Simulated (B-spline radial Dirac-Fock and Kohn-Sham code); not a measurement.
# Satellites and hypersatellites of the K lines of Nb⁴⁺

System: niobium as Nb⁴⁺, [Kr] 4d1, inside a Watson sphere of charge -4 and radius 3 Å (a model of the Madelung potential; inside it an electron's potential energy is raised by 19.2 eV).

These are calculated numbers from a B-spline atomic structure program; the model is ΔSCF Dirac-Fock with Breit, self-energy and vacuum polarisation, finite nucleus, configuration average. Each two-hole energy is an average over J within one jj subconfiguration, not an observable level; in light atoms, where LS coupling holds, the j-resolved values are not observed lines, and for a K spectator the Kα1 hypersatellite is nearly forbidden. Correlation and solid-state effects are left out.

Lines without a spectator: Kα2 (K-L2) 16519.0 eV, Kα1 (K-L3) 16613.3 eV, Kβ3 (K-M2) 18604.2 eV, Kβ1 (K-M3) 18620.0 eV. Shifts in eV with one spectator hole (a dash: not computed, or left out as unreliable):

```csv
spectator hole,Kα2,Kα1,Kβ3,Kβ1
L2 (2p1/2),+47.2,+58.7,–,+127.8
L3 (2p3/2),+49.3,+48.4,+117.6,–
M2 (3p1/2),–,+5.58,+13.52,+16.70
M3 (3p3/2),+4.46,–,+14.83,+14.26
M4 (3d3/2),+0.17,-1.76,–,–
M5 (3d5/2),-2.02,-0.69,–,–
```

Question: Where does the K-L3 hypersatellite lie, emitted when both K electrons are missing?

Answer: +463.4 eV from the normal line, at 17076.7 eV. Removing both K electrons costs 38676.8 eV, which is 629.7 eV more than twice the K binding energy.

With n spectator holes in 2p, averaged over the 2p shell (energies in eV):

| n | KαLⁿ | step | hypersatellite KαʰLⁿ |
| --- | --- | --- | --- |
| 0 | 16581.8 | – | 17042.1 |
| 1 | 16633.2 | +51.3 | 17094.8 |
| 2 | 16685.7 | +52.5 | 17148.6 |
| 3 | 16739.4 | +53.7 | 17203.7 |
| 4 | 16794.3 | +54.9 | 17260.0 |
| 5 | 16850.5 | +56.2 | 17317.5 |
